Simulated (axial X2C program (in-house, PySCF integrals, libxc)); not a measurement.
# GeF: cheaper levels and CCSD(T), 2c

All values were computed with an in-house relativistic program for diatomic molecules. Two-component (2c) means X2C with spin–orbit coupling and atomic mean-field two-electron Coulomb and Gaunt terms. Basis: Ge dyall-cv3z [9s9p7d4f1g], F dyall-av3z [7s6p3d2f] (cores contracted in-house); Gaussian nuclei, density fitting, unrestricted open shells. Masses: Ge 73.921 u, F 18.998 u.

State: Ω = 1/2 (⟨Sz⟩ = -0.50, ⟨Lz⟩ = 1.00 at HF); fragments Ge + F.

```
level  Re (Å)  ωe (cm⁻¹)
 PBE0   1.754      656.4
   HF   1.730      694.5
  MP2   1.762      652.8
 CCSD   1.753      665.3
  LDA   1.748      658.2
```

Correlated methods: 11 electrons correlated (number of frozen shells: Ge 3 s, 2 p, 1 d; F 1 s), 233 virtual spin orbitals or spinors in MP2, 90 natural virtuals in coupled cluster.

CCSD(T), same Hamiltonian and basis:

Re = 1.759 Å, ωe = 655.4 cm⁻¹; T1 = 0.017 (Lee–Taylor normalisation).

Give the differences from CCSD(T) in the columns below.



```
level  ΔRe (Å)  Δωe (cm⁻¹)
 PBE0   -0.005           1
   HF   -0.029          39
  MP2    0.003          -3
 CCSD   -0.006          10
  LDA   -0.011           3
```

Occupations by symmetry block were frozen at the best pattern of an incomplete PBE0 search. De is not given where an atomic determinant may have missed its ground term or J level, or where the truncated virtual space spoils (T). Density functionals use the spin component along the axis (collinear). Coupled cluster ran in a truncated set of natural virtual spinors; the MP2 energy of the rest was added. (T) has no such correction and the atoms are truncated less, which lowers De at CCSD(T) by a hundredth of an eV or more. Without a current term, density functionals place determinants with orbital angular momentum somewhat too high. With the outer-core shells frozen, correlated bond lengths of heavy atoms tend to come out a few hundredths of an ångström too long.
